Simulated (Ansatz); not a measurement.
Relaxation of the cluster Li10⁺ (charge 1, doublet) with UKS PBE0/def2-TZVP in Ansatz.

Positions (Å) and forces (eV/Å) at steps 29, 30, 31, 32, 33, 34, 35, 36, 37, 38, 39, 40, 41, 42, 43, 44, 45, 46, 47, 48, 49, 50, 51, 52, 53, 55, 58, 61, 64, 66 of 66:

```xyz
10
step=29 energy=-2036.3388 eV
Li   -2.729    3.437   -0.585   -0.007   -0.019   -0.018
Li    0.971    2.371   -0.803    0.077   -0.075    0.009
Li   -1.318    1.129    0.776   -0.005   -0.001    0.029
Li    2.147   -2.377    0.686    0.059   -0.009   -0.008
Li   -0.719   -1.866    1.351   -0.058    0.007    0.022
Li    0.374   -3.446   -1.495    0.026    0.073   -0.020
Li    1.441    0.385    1.651    0.023    0.018    0.010
Li    0.560   -0.548   -0.819   -0.023   -0.015    0.046
Li    3.466   -0.055   -0.790   -0.079    0.017   -0.043
Li   -4.193    0.969    0.029   -0.013    0.004   -0.026
10
step=30 energy=-2036.3852 eV
Li   -2.739    3.404   -0.644   -0.007   -0.017   -0.017
Li    1.114    2.245   -0.774   -0.006    0.020   -0.003
Li   -1.329    1.142    0.828   -0.012    0.020    0.024
Li    2.218   -2.383    0.689   -0.021    0.010    0.008
Li   -0.762   -1.859    1.408    0.022   -0.022    0.040
Li    0.427   -3.308   -1.554    0.026    0.037   -0.032
Li    1.479    0.381    1.697   -0.003   -0.017    0.014
Li    0.486   -0.560   -0.715    0.009    0.027    0.033
Li    3.319   -0.035   -0.903   -0.013   -0.061   -0.043
Li   -4.213    0.973   -0.033    0.004    0.002   -0.023
10
step=31 energy=-2036.4223 eV
Li   -2.744    3.357   -0.721    0.016   -0.013   -0.012
Li    1.162    2.243   -0.755   -0.015    0.015    0.017
Li   -1.349    1.171    0.917    0.006    0.016    0.005
Li    2.183   -2.385    0.713    0.001    0.017    0.007
Li   -0.713   -1.884    1.519   -0.021   -0.002    0.018
Li    0.506   -3.174   -1.652    0.028    0.057   -0.022
Li    1.489    0.370    1.740    0.042    0.010    0.022
Li    0.439   -0.510   -0.620   -0.021   -0.013    0.003
Li    3.236   -0.149   -1.034   -0.037   -0.062   -0.025
Li   -4.209    0.961   -0.107    0.002   -0.024   -0.014
10
step=32 energy=-2036.4601 eV
Li   -2.717    3.310   -0.771    0.023   -0.018   -0.015
Li    1.162    2.251   -0.714    0.001    0.004    0.009
Li   -1.338    1.199    0.969    0.005    0.009    0.019
Li    2.161   -2.369    0.753   -0.023    0.001    0.003
Li   -0.735   -1.878    1.579   -0.020    0.008    0.028
Li    0.591   -3.034   -1.735    0.037    0.042   -0.026
Li    1.560    0.381    1.777   -0.004    0.003   -0.010
Li    0.373   -0.486   -0.562   -0.003    0.017    0.026
Li    3.129   -0.283   -1.135   -0.050   -0.032   -0.029
Li   -4.184    0.909   -0.162    0.034   -0.033   -0.005
10
step=33 energy=-2036.5004 eV
Li   -2.659    3.244   -0.826    0.025   -0.031   -0.014
Li    1.171    2.264   -0.691   -0.003    0.004    0.005
Li   -1.310    1.233    1.044   -0.013    0.023    0.011
Li    2.097   -2.363    0.783   -0.009    0.003    0.004
Li   -0.777   -1.856    1.660   -0.027    0.021    0.022
Li    0.692   -2.899   -1.832    0.004    0.029   -0.038
Li    1.573    0.392    1.786    0.034   -0.001    0.015
Li    0.310   -0.452   -0.499   -0.048    0.000   -0.002
Li    2.998   -0.383   -1.230   -0.025   -0.007   -0.002
Li   -4.096    0.820   -0.195    0.062   -0.041   -0.001
10
step=34 energy=-2036.5458 eV
Li   -2.594    3.159   -0.889    0.031   -0.032   -0.023
Li    1.156    2.278   -0.670   -0.005    0.002    0.007
Li   -1.281    1.290    1.126    0.013    0.014    0.022
Li    2.031   -2.361    0.784   -0.022   -0.013   -0.013
Li   -0.832   -1.800    1.732   -0.029    0.030    0.025
Li    0.715   -2.793   -1.933   -0.021    0.009   -0.034
Li    1.626    0.389    1.799    0.007    0.004   -0.002
Li    0.221   -0.425   -0.468   -0.054    0.026    0.000
Li    2.906   -0.425   -1.255   -0.015    0.024    0.016
Li   -3.949    0.689   -0.225    0.094   -0.065    0.003
10
step=35 energy=-2036.5963 eV
Li   -2.536    3.087   -0.939    0.036   -0.036   -0.028
Li    1.142    2.296   -0.655   -0.010    0.006    0.006
Li   -1.246    1.335    1.194    0.014    0.016    0.025
Li    1.972   -2.370    0.766   -0.027   -0.009   -0.016
Li   -0.876   -1.751    1.781   -0.031    0.040    0.019
Li    0.693   -2.733   -1.996   -0.036    0.015   -0.031
Li    1.647    0.389    1.798    0.009   -0.007   -0.003
Li    0.148   -0.395   -0.457   -0.062    0.033   -0.003
Li    2.852   -0.423   -1.248   -0.021    0.028    0.026
Li   -3.797    0.564   -0.244    0.126   -0.085    0.006
10
step=36 energy=-2036.6540 eV
Li   -2.486    3.026   -0.980    0.039   -0.038   -0.033
Li    1.127    2.313   -0.643   -0.014    0.008    0.005
Li   -1.216    1.375    1.248    0.016    0.020    0.028
Li    1.921   -2.375    0.749   -0.032   -0.014   -0.015
Li   -0.915   -1.704    1.811   -0.032    0.044    0.013
Li    0.659   -2.684   -2.040   -0.047    0.024   -0.028
Li    1.663    0.382    1.796    0.005   -0.009   -0.002
Li    0.081   -0.363   -0.452   -0.062    0.039   -0.001
Li    2.807   -0.416   -1.233   -0.028    0.029    0.026
Li   -3.642    0.445   -0.256    0.155   -0.103    0.007
10
step=37 energy=-2036.7159 eV
Li   -2.445    2.972   -1.016    0.042   -0.037   -0.035
Li    1.115    2.329   -0.633   -0.019    0.009    0.003
Li   -1.191    1.412    1.294    0.014    0.026    0.028
Li    1.876   -2.382    0.735   -0.036   -0.020   -0.013
Li   -0.949   -1.661    1.831   -0.029    0.044    0.008
Li    0.620   -2.638   -2.074   -0.059    0.036   -0.023
Li    1.673    0.374    1.797    0.000   -0.012   -0.001
Li    0.023   -0.330   -0.448   -0.050    0.041    0.003
Li    2.765   -0.408   -1.220   -0.036    0.030    0.024
Li   -3.487    0.332   -0.266    0.173   -0.115    0.007
10
step=38 energy=-2036.7799 eV
Li   -2.407    2.930   -1.049    0.041   -0.042   -0.033
Li    1.097    2.342   -0.630   -0.025    0.013   -0.001
Li   -1.169    1.444    1.329    0.010    0.043    0.032
Li    1.840   -2.398    0.721   -0.041   -0.024   -0.011
Li   -0.979   -1.621    1.841   -0.019    0.036    0.005
Li    0.567   -2.600   -2.096   -0.065    0.055   -0.013
Li    1.676    0.364    1.797   -0.004   -0.014    0.003
Li   -0.027   -0.294   -0.447   -0.019    0.030    0.008
Li    2.728   -0.388   -1.200   -0.049    0.021    0.016
Li   -3.325    0.220   -0.267    0.171   -0.117   -0.004
10
step=39 energy=-2036.8413 eV
Li   -2.372    2.889   -1.082    0.039   -0.038   -0.034
Li    1.074    2.356   -0.630   -0.025    0.009   -0.002
Li   -1.157    1.485    1.361    0.008    0.037    0.025
Li    1.804   -2.422    0.710   -0.040   -0.029   -0.010
Li   -0.994   -1.591    1.847   -0.008    0.028    0.004
Li    0.501   -2.545   -2.107   -0.077    0.062   -0.007
Li    1.674    0.352    1.803   -0.006   -0.011    0.004
Li   -0.044   -0.265   -0.434   -0.005    0.031    0.032
Li    2.683   -0.371   -1.188   -0.037    0.022    0.005
Li   -3.168    0.111   -0.279    0.151   -0.112   -0.017
10
step=40 energy=-2036.9009 eV
Li   -2.333    2.850   -1.119    0.040   -0.039   -0.031
Li    1.049    2.367   -0.634   -0.024    0.008   -0.003
Li   -1.151    1.521    1.385   -0.006    0.041    0.028
Li    1.767   -2.454    0.698   -0.035   -0.022   -0.014
Li   -1.000   -1.566    1.853    0.003    0.012    0.015
Li    0.410   -2.476   -2.109   -0.092    0.075    0.010
Li    1.671    0.343    1.811   -0.001   -0.009    0.010
Li   -0.046   -0.231   -0.395    0.036    0.015    0.023
Li    2.648   -0.348   -1.185   -0.034    0.017    0.000
Li   -3.015   -0.005   -0.305    0.113   -0.098   -0.037
10
step=41 energy=-2036.9621 eV
Li   -2.284    2.800   -1.160    0.037   -0.039   -0.031
Li    1.022    2.377   -0.637   -0.017    0.006    0.002
Li   -1.161    1.564    1.415   -0.006    0.009    0.004
Li    1.729   -2.482    0.679   -0.026   -0.017   -0.017
Li   -0.990   -1.553    1.872    0.013    0.012    0.007
Li    0.282   -2.384   -2.096   -0.105    0.071    0.016
Li    1.673    0.334    1.827    0.004    0.000    0.010
Li   -0.008   -0.205   -0.354    0.003    0.023    0.074
Li    2.614   -0.325   -1.187    0.002    0.016   -0.014
Li   -2.876   -0.124   -0.359    0.093   -0.081   -0.050
10
step=42 energy=-2037.0249 eV
Li   -2.231    2.746   -1.207    0.035   -0.044   -0.030
Li    1.001    2.383   -0.633   -0.011   -0.003    0.006
Li   -1.176    1.577    1.425   -0.026    0.031    0.030
Li    1.697   -2.505    0.652   -0.018   -0.003   -0.020
Li   -0.972   -1.542    1.888    0.003   -0.011    0.030
Li    0.121   -2.277   -2.066   -0.105    0.088    0.041
Li    1.685    0.335    1.844    0.017    0.002    0.020
Li    0.011   -0.173   -0.265    0.081   -0.002   -0.015
Li    2.611   -0.302   -1.204   -0.032    0.011   -0.003
Li   -2.747   -0.242   -0.435    0.056   -0.069   -0.059
10
step=43 energy=-2037.0731 eV
Li   -2.183    2.686   -1.250    0.032   -0.046   -0.029
Li    0.989    2.382   -0.623    0.001    0.016    0.013
Li   -1.204    1.601    1.453   -0.004   -0.014   -0.014
Li    1.675   -2.511    0.625   -0.011   -0.007   -0.021
Li   -0.962   -1.547    1.916    0.015    0.018   -0.015
Li   -0.030   -2.170   -2.022   -0.079    0.039    0.009
Li    1.707    0.338    1.868    0.006    0.003    0.005
Li    0.077   -0.156   -0.239   -0.062    0.022    0.106
Li    2.587   -0.284   -1.216    0.031    0.008   -0.028
Li   -2.656   -0.338   -0.513    0.071   -0.039   -0.027
10
step=44 energy=-2037.1066 eV
Li   -2.088    2.530   -1.332    0.033   -0.054   -0.030
Li    1.018    2.395   -0.584    0.019    0.030    0.027
Li   -1.221    1.613    1.468   -0.014    0.001   -0.008
Li    1.612   -2.481    0.552    0.015   -0.033    0.007
Li   -0.953   -1.539    1.954    0.010    0.019   -0.005
Li   -0.116   -2.069   -2.035   -0.062    0.044   -0.003
Li    1.728    0.344    1.897    0.004   -0.009   -0.015
Li    0.072   -0.119   -0.188   -0.059    0.022    0.042
Li    2.577   -0.265   -1.231    0.018    0.013   -0.014
Li   -2.628   -0.410   -0.500    0.035   -0.033    0.000
10
step=45 energy=-2037.1417 eV
Li   -1.997    2.381   -1.417    0.057   -0.075   -0.032
Li    1.060    2.441   -0.515    0.015    0.019    0.034
Li   -1.257    1.636    1.472   -0.010    0.010    0.003
Li    1.603   -2.502    0.525   -0.006   -0.006   -0.018
Li   -0.936   -1.517    1.974    0.015    0.008    0.008
Li   -0.214   -1.966   -2.044   -0.018    0.025   -0.012
Li    1.745    0.326    1.878   -0.004   -0.005   -0.004
Li    0.043   -0.076   -0.164    0.001    0.032   -0.003
Li    2.568   -0.240   -1.235   -0.019    0.010    0.000
Li   -2.616   -0.482   -0.473   -0.032   -0.018    0.025
10
step=46 energy=-2037.1768 eV
Li   -1.896    2.232   -1.494    0.073   -0.088   -0.026
Li    1.102    2.479   -0.449    0.014    0.030    0.035
Li   -1.276    1.654    1.479   -0.016    0.014   -0.009
Li    1.579   -2.501    0.482   -0.005   -0.002   -0.015
Li   -0.915   -1.501    1.995    0.013    0.008    0.004
Li   -0.253   -1.904   -2.069   -0.025    0.038   -0.007
Li    1.745    0.317    1.875    0.003   -0.011   -0.008
Li    0.025   -0.036   -0.165   -0.027    0.009   -0.004
Li    2.544   -0.219   -1.238   -0.014    0.016   -0.001
Li   -2.656   -0.522   -0.416   -0.014   -0.015    0.032
10
step=47 energy=-2037.2133 eV
Li   -1.790    2.084   -1.564    0.079   -0.087   -0.023
Li    1.137    2.518   -0.386    0.002    0.026    0.032
Li   -1.299    1.674    1.478   -0.018    0.015   -0.018
Li    1.559   -2.498    0.444   -0.007   -0.002   -0.015
Li   -0.897   -1.488    2.014    0.011    0.007    0.002
Li   -0.294   -1.839   -2.092   -0.030    0.043   -0.006
Li    1.749    0.305    1.867    0.004   -0.010   -0.015
Li    0.002   -0.006   -0.164   -0.013   -0.008    0.015
Li    2.520   -0.194   -1.240   -0.020    0.024   -0.002
Li   -2.689   -0.557   -0.358   -0.006   -0.007    0.030
10
step=48 energy=-2037.2483 eV
Li   -1.670    1.942   -1.625    0.076   -0.067   -0.034
Li    1.150    2.555   -0.328   -0.010    0.011    0.030
Li   -1.327    1.697    1.464   -0.014    0.017   -0.016
Li    1.546   -2.502    0.413   -0.012   -0.011   -0.019
Li   -0.881   -1.480    2.029    0.006    0.003    0.007
Li   -0.343   -1.772   -2.106   -0.024    0.039   -0.005
Li    1.758    0.291    1.853    0.006    0.000   -0.008
Li   -0.013    0.004   -0.146    0.012   -0.020    0.029
Li    2.488   -0.157   -1.245   -0.030    0.034   -0.010
Li   -2.708   -0.578   -0.308   -0.010   -0.007    0.026
10
step=49 energy=-2037.2814 eV
Li   -1.542    1.812   -1.692    0.084   -0.030   -0.027
Li    1.146    2.581   -0.270   -0.028   -0.001    0.024
Li   -1.353    1.723    1.445   -0.002    0.025   -0.024
Li    1.531   -2.515    0.379   -0.023   -0.027   -0.016
Li   -0.869   -1.478    2.049    0.005   -0.002    0.008
Li   -0.389   -1.705   -2.116   -0.013    0.025    0.001
Li    1.773    0.285    1.843    0.013    0.013   -0.003
Li   -0.016   -0.003   -0.112    0.012   -0.036    0.036
Li    2.443   -0.107   -1.262   -0.035    0.053   -0.019
Li   -2.725   -0.593   -0.262   -0.015   -0.019    0.020
10
step=50 energy=-2037.3250 eV
Li   -1.368    1.743   -1.748    0.086   -0.039    0.002
Li    1.101    2.589   -0.216   -0.012    0.016    0.023
Li   -1.359    1.771    1.400    0.005    0.003   -0.013
Li    1.488   -2.572    0.350   -0.040    0.003   -0.013
Li   -0.857   -1.485    2.072    0.001    0.003    0.023
Li   -0.416   -1.659   -2.116   -0.002    0.011    0.003
Li    1.803    0.306    1.836    0.026    0.011   -0.004
Li   -0.015   -0.055   -0.056   -0.005   -0.018   -0.003
Li    2.376   -0.002   -1.301   -0.028    0.040   -0.020
Li   -2.753   -0.636   -0.221   -0.031   -0.030    0.002
10
step=51 energy=-2037.3447 eV
Li   -1.189    1.664   -1.745   -0.033   -0.026   -0.047
Li    1.081    2.628   -0.164    0.047    0.018    0.045
Li   -1.348    1.771    1.374   -0.037   -0.011   -0.004
Li    1.403   -2.571    0.329    0.007    0.015   -0.020
Li   -0.859   -1.471    2.120   -0.005    0.034    0.000
Li   -0.430   -1.639   -2.113   -0.004   -0.019   -0.038
Li    1.859    0.330    1.818   -0.003   -0.011   -0.041
Li   -0.032   -0.089   -0.045    0.034   -0.013    0.099
Li    2.320    0.085   -1.347   -0.024   -0.005    0.004
Li   -2.807   -0.708   -0.226    0.017    0.018    0.002
10
step=52 energy=-2037.3488 eV
Li   -1.084    1.526   -1.832   -0.014    0.069    0.050
Li    1.126    2.670   -0.040   -0.015   -0.045   -0.011
Li   -1.426    1.784    1.348   -0.010   -0.006   -0.035
Li    1.387   -2.579    0.283   -0.004    0.029    0.004
Li   -0.857   -1.419    2.166   -0.013   -0.010    0.026
Li   -0.459   -1.608   -2.142    0.008   -0.043    0.014
Li    1.906    0.303    1.765    0.057   -0.001    0.007
Li   -0.030   -0.095    0.023   -0.029   -0.006   -0.063
Li    2.235    0.133   -1.377    0.018    0.009    0.017
Li   -2.799   -0.716   -0.194    0.002    0.004   -0.009
10
step=53 energy=-2037.3487 eV rejected
Li   -1.125    1.665   -1.772   -0.004   -0.063   -0.021
Li    1.132    2.644   -0.041    0.004    0.005    0.010
Li   -1.434    1.789    1.312   -0.014   -0.033    0.024
Li    1.385   -2.561    0.310    0.001    0.027   -0.002
Li   -0.887   -1.436    2.191    0.023    0.051   -0.018
Li   -0.457   -1.731   -2.146    0.020    0.079    0.020
Li    1.972    0.309    1.747   -0.035   -0.029    0.006
Li   -0.045   -0.110   -0.012   -0.002   -0.009    0.006
Li    2.262    0.163   -1.361   -0.008   -0.043   -0.028
Li   -2.804   -0.732   -0.227    0.016    0.015    0.003
10
step=55 energy=-2037.3573 eV rejected
Li   -1.118    1.634   -1.795   -0.006   -0.034    0.006
Li    1.106    2.604   -0.041    0.017    0.037    0.007
Li   -1.459    1.783    1.304   -0.012   -0.023    0.007
Li    1.363   -2.577    0.310   -0.010    0.023    0.007
Li   -0.861   -1.384    2.200    0.005    0.006    0.019
Li   -0.435   -1.633   -2.160    0.008    0.013   -0.007
Li    1.961    0.285    1.750    0.000   -0.025    0.006
Li   -0.034   -0.113    0.006   -0.010    0.026   -0.038
Li    2.259    0.149   -1.375    0.002   -0.025   -0.007
Li   -2.782   -0.749   -0.198    0.006    0.003    0.001
10
step=58 energy=-2037.3655 eV
Li   -1.143    1.662   -1.790    0.005   -0.038   -0.015
Li    1.121    2.583   -0.022    0.007    0.030    0.005
Li   -1.516    1.746    1.277   -0.014   -0.015    0.014
Li    1.254   -2.560    0.346   -0.013    0.005    0.001
Li   -0.846   -1.290    2.274    0.008    0.009    0.019
Li   -0.393   -1.579   -2.240    0.004    0.021   -0.018
Li    2.006    0.229    1.715   -0.009   -0.022    0.013
Li   -0.037   -0.101   -0.017   -0.004    0.026   -0.013
Li    2.290    0.153   -1.380    0.002   -0.017   -0.015
Li   -2.736   -0.842   -0.164    0.014    0.001    0.009
10
step=61 energy=-2037.3815 eV rejected
Li   -1.177    1.632   -1.849    0.009    0.047   -0.042
Li    1.108    2.552    0.071   -0.020   -0.038    0.006
Li   -1.791    1.642    1.192    0.016    0.035    0.014
Li    0.904   -2.508    0.384   -0.015   -0.037   -0.013
Li   -0.725   -0.982    2.475   -0.016   -0.014    0.007
Li   -0.296   -1.375   -2.417   -0.011   -0.033   -0.009
Li    2.135   -0.040    1.671   -0.001    0.039    0.003
Li   -0.005    0.005   -0.060    0.036   -0.001    0.047
Li    2.363    0.129   -1.423   -0.007    0.029   -0.014
Li   -2.515   -1.056   -0.045    0.009   -0.027    0.001
10
step=64 energy=-2037.3768 eV rejected
Li   -1.067    1.612   -1.852   -0.027    0.070   -0.060
Li    1.073    2.589    0.130    0.010   -0.057   -0.001
Li   -1.761    1.697    1.133   -0.011    0.010    0.040
Li    0.970   -2.567    0.353   -0.039    0.024    0.022
Li   -0.729   -1.024    2.515    0.002    0.011   -0.095
Li   -0.339   -1.429   -2.406    0.004   -0.028   -0.002
Li    2.163   -0.010    1.650   -0.036    0.019   -0.017
Li   -0.033   -0.037   -0.047    0.079   -0.033    0.114
Li    2.306    0.197   -1.422   -0.012    0.013   -0.015
Li   -2.583   -1.028   -0.054    0.031   -0.029    0.013
10
step=66 energy=-2037.3899 eV
Li   -1.089    1.674   -1.872    0.001   -0.001   -0.002
Li    1.075    2.533    0.153   -0.002   -0.002    0.005
Li   -1.809    1.688    1.143    0.002   -0.001    0.000
Li    0.886   -2.561    0.384    0.000   -0.001   -0.002
Li   -0.723   -0.965    2.479    0.002    0.005    0.000
Li   -0.317   -1.424   -2.397   -0.002   -0.003   -0.003
Li    2.179   -0.033    1.635   -0.001    0.000   -0.001
Li   -0.005   -0.021   -0.035    0.004    0.005    0.004
Li    2.313    0.206   -1.455   -0.003    0.000    0.001
Li   -2.509   -1.097   -0.034    0.000   -0.001   -0.002
```

The charge 1 doublet is spin-contaminated (final ⟨S²⟩ up to 0.85, 0.75 for a pure state). The relaxation made no stability test and no search for a lower SCF solution. The structure comes from a short search, and lower isomers may exist.
